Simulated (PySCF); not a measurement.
# From a computed spectrum to the compound

A species of 10 atoms with charge -1 has these harmonic modes (PBE0, small Gaussian bases with core potentials, PySCF 2.14.0):

```json
{"cm⁻¹": "33", "km/mol": "15.5", "symmetry": "b"}
{"cm⁻¹": "68", "km/mol": "2.5", "symmetry": "b"}
{"cm⁻¹": "71", "km/mol": "1.3", "symmetry": "a"}
{"cm⁻¹": "125", "km/mol": "0.0", "symmetry": "a"}
{"cm⁻¹": "138", "km/mol": "0.1", "symmetry": "b"}
{"cm⁻¹": "171", "km/mol": "0.1", "symmetry": "a"}
{"cm⁻¹": "198", "km/mol": "0.3", "symmetry": "b"}
{"cm⁻¹": "274", "km/mol": "28.3", "symmetry": "b"}
{"cm⁻¹": "279", "km/mol": "25.9", "symmetry": "a"}
{"cm⁻¹": "355", "km/mol": "337.6", "symmetry": "b"}
{"cm⁻¹": "364", "km/mol": "55.9", "symmetry": "b"}
{"cm⁻¹": "368", "km/mol": "1.0", "symmetry": "a"}
{"cm⁻¹": "376", "km/mol": "177.4", "symmetry": "a"}
{"cm⁻¹": "376", "km/mol": "174.9", "symmetry": "b"}
{"cm⁻¹": "383", "km/mol": "0.3", "symmetry": "a"}
{"cm⁻¹": "1523", "km/mol": "0.9", "symmetry": "a"}
{"cm⁻¹": "1523", "km/mol": "0.9", "symmetry": "b"}
{"cm⁻¹": "1527", "km/mol": "0.0", "symmetry": "a"}
{"cm⁻¹": "3456", "km/mol": "74.9", "symmetry": "b"}
{"cm⁻¹": "3457", "km/mol": "67.2", "symmetry": "a"}
{"cm⁻¹": "3460", "km/mol": "10.5", "symmetry": "a"}
{"cm⁻¹": "3537", "km/mol": "9.5", "symmetry": "b"}
{"cm⁻¹": "3538", "km/mol": "38.7", "symmetry": "a"}
{"cm⁻¹": "3540", "km/mol": "30.6", "symmetry": "b"}
```

(1) Which species is it, and in which structure?

## Answers

(1) [Sm(NH2)3]− (singlet in the valence; each metal's 4f electrons, 6 of them, lie in its core potential, out of spins and levels):
```xyz
10

Sm   -0.0010   -0.0017    0.0000
N     2.4345    0.0164    0.2019
H     3.0798   -0.7731    0.3093
H     3.0578    0.8295    0.2404
N    -1.2029    2.1168   -0.1996
H    -0.8103    3.0632   -0.2362
H    -2.2092    2.2811   -0.3077
N    -1.2233   -2.1188   -0.0023
H    -0.8494   -3.0714   -0.0633
H    -2.2352   -2.2715    0.0576
```
Ideal gas at 298.15 K and 1 bar: S = 442.0 J/(mol K), Cp = 143.4 J/(mol K), H − H(0 K) = 30.7 kJ/mol (rigid rotor, harmonic modes, spin degeneracy alone, that of the 4f electrons in the core included; the modes under 60 cm⁻¹ make these uncertain). An lcecp potential fixes the number of 4f electrons, so in runs with it no electron can move into or out of that shell.
 The answer isn't unique; the calculation gave this one.
